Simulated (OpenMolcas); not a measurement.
Os3+ among 2 point charges of -1.5 e arranged as a linear pair (D∞h), 2.02 Å from the ion.
```
   0.0000    0.0000    2.0200  -1.50
   0.0000    0.0000   -2.0200  -1.50
```

* Program: OpenMolcas
* Method: CASSCF
* Basis: ANO-RCC-VTZP [8s7p5d3f2g1h]
* Scalar Hamiltonian: DKH2, point nucleus
* Active space: 5 electrons in 5 orbitals (5d)
* State averaging: 2S+1 = 6 even, 1 root; 2S+1 = 4 even, 24 roots; 2S+1 = 2 even, 75 roots
* Spin-orbit coupling: state interaction with AMFI integrals over the reference wave functions

Question: What is the spin-free ground state (labels by Λ)?

Answer: 6Σ, 1-fold in its orbital part, 100 % from free-ion S terms; it has the highest spin that d5 allows.

Question: What are the lowest two levels with spin-orbit coupling?

Answer: A 2-fold level with g = 0.00, 0.00, 9.76, then a 2-fold level 276.6 cm-1 above it. Their leading multiplicities are 6 (89 %) and 6 (92 %).

Question: What is χT at 300 K?

Answer: 4.05 cm3 K/mol.

Without dynamic correlation the repulsion within the d shell is too large (B by tens of per cent), so at a given field states of lower spin stand too high. Point charges give a weaker field than real ligands, and real ions of this kind are as a rule low spin; the high spin found here belongs to the model. This is an electrostatic model: the charges have no orbitals. No measured value stands beside these numbers.
